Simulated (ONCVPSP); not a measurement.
**What one change does to a pseudopotential (chromium (Cr), ONCV)**

ONCVPSP 4.0.1 input, shortened (lines: element, Z, core and valence counts, functional; n l f; lmax; l rc ep ncon nbas qcut; lloc lpopt rc5 dvloc0; l nproj debl; icmod fcfact rcfact), PBEsol, scalar-relativistic:

```
  Cr 24.00    5    2  -116133      upf
    1    0    2.00
    2    0    2.00
    2    1    6.00
    3    0    2.00
    3    1    6.00
    3    2    5.00
    4    1    1.00
    3
    0    4.05    0.27    3    7    1.80
    1    3.80    0.00    4    7    2.30
    2    1.10    0.00    4    8    9.90
    3    3.90    0.09    4    9    2.80
    4    3    1.10    3.00
    0    2    1.50
    1    2    3.50
    2    2    3.10
    3    2    2.00
    3    4.75    1.80
```

In the s channel the program set the typed energies aside and used -0.182, 1.318 Ha.

Change: d: ncon 5, nbas 9.

Cutoffs: the cutoffs (Ha) at which the residual kinetic energy of the hardest occupied pseudo-wave falls to 1 and 0.1 mHa per electron; they do not see the model core or the augmentation charge, which bear on the density cutoff. Errors are all-electron minus pseudo energies relative to the spin-unpolarised reference configuration.

Problem. What does the change do?

Solution. The potential gets harder (94 Ha and 191 Ha → 191 Ha and 242 Ha); the errors of the 4 common tests hardly move; neither file shows a bound ghost.

```csv
quantity,base,changed
"cutoff, loose",94 Ha,191 Ha
"cutoff, tight",191 Ha,242 Ha
loose cutoff by channel,"p 0.8 Ha, d 94 Ha","p 0.8 Ha, d 191 Ha"
bound ghosts,none,none
GHOST(+) flags under 300 eV,"s at 22.9 eV, p at 98.6 eV, f at 264.7 eV","s at 22.9 eV, p at 98.6 eV, f at 264.7 eV"
"error for 3d5 4s1 4p0, meV [ΔE -3.14 eV]",-53,-53
"error for 3d5 4p0, meV [ΔE 3.73 eV]",-84,-84
"error for 3d4 4p0, meV [ΔE 19.74 eV]",-424,-427
"error for 3d4 4s2 4p0, meV [ΔE -3.24 eV]",+75,+73
s: phases at 4.11 bohr within 0.05 rad from the reference energy up to (Ha; the scan ends near 5),0.2,0.2
p: phases at 3.87 bohr within 0.05 rad from the reference energy up to (Ha; the scan ends near 5),0.3,0.3
d: phases at 1.11 bohr within 0.05 rad from the reference energy up to (Ha; the scan ends near 5),to the end of the scan,to the end of the scan
f: phases at 3.96 bohr within 0.05 rad from the reference energy up to (Ha; the scan ends near 5),1.5,1.5
"rms error of d²Exc/dni dnj with the model core, mHa",4.73,4.75
```
